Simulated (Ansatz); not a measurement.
Basis sets compared for Cd6H18Se6. The state is a singlet with charge 0. Geometry r2SCAN-D4/def2-SVP. Ansatz on 2 threads of AMD EPYC 7R13 on a shared host and a share (18 GiB) of an NVIDIA H100 80GB HBM3; times are rough, and most runs start from earlier orbitals.

Cartesian coordinates in Å:
```
Se -3.0723 -2.0351 -0.0420
Cd -3.3449 0.6193 0.2488
Cd 0.6192 -0.3116 3.3452
Se -0.7613 1.4083 1.8143
Se -2.6602 1.0996 -2.3019
Cd 1.0697 3.1265 0.8642
Cd -0.7553 -3.2728 -0.5937
Se 1.2996 -1.6900 1.1443
Se -0.5419 -2.0843 -2.9911
Cd -0.2518 0.5591 -3.3568
Cd 3.3940 -0.3677 0.1085
Se 1.7012 1.3601 -1.0563
H -1.6959 -1.7877 3.0486
H -3.2941 -2.4815 1.3405
H -4.3168 1.5122 1.3095
H -1.5886 -1.8780 3.7976
H 0.9921 -0.4162 4.9767
H -1.3314 2.2505 2.8779
H -2.6306 2.5689 -2.3017
H -0.9790 3.6836 -0.8991
H -0.7659 4.3952 -0.7290
H 1.6528 4.6252 1.3393
H -0.1465 -4.7552 -0.0474
H 2.0263 -2.7970 1.7863
H 0.7826 -2.5621 -3.4120
H 2.7196 -1.8767 -2.1017
H 0.6635 1.4146 -4.4957
H 5.0611 -0.4990 0.2311
H 3.4747 -1.9799 -2.1076
H 2.6804 2.1716 -1.7967
```

In the def2 sets Cd takes a core potential; there is no spin–orbit coupling. Single mean-field runs in def2-SVP, def2-TZVP are fitted with def2-universal-jkfit. In the singlet geometry the species has come apart into loosely held pieces. In the singlet, H13 and H16 lie 0.76 Å apart, H20 and H21 lie 0.76 Å apart, H26 and H29 lie 0.76 Å apart (atoms count from 1), so H2 has formed as a molecule.

Binding counts from free atoms (Se triplet, Cd singlet, H doublet) in the same basis, without a counterpoise term.

```
           level  functions  energy (Eh)  HOMO (eV)  LUMO (eV)  binding per atom (eV)  wall time
 PBE-D4/def2-SVP        468  -15422.7061      -5.88      -2.43                   2.06       11 s
PBE0-D4/def2-SVP        468  -15423.1450      -6.96      -1.84                   2.06        7 s
```

(1) Estimate the rows for PBE-D4/def2-TZVP (with forces), PBE0-D4/def2-TZVP.

## Answers

(1) 
```json
{"level": "PBE-D4/def2-TZVP (with forces)", "functions": "636", "energy (Eh)": "-15424.7329", "HOMO (eV)": "-5.95", "LUMO (eV)": "-2.45", "binding per atom (eV)": "2.05", "wall time": "7.5 s"}
{"level": "PBE0-D4/def2-TZVP", "functions": "636", "energy (Eh)": "-15425.1582", "HOMO (eV)": "-7.00", "LUMO (eV)": "-1.84", "binding per atom (eV)": "2.05", "wall time": "7 s"}
```
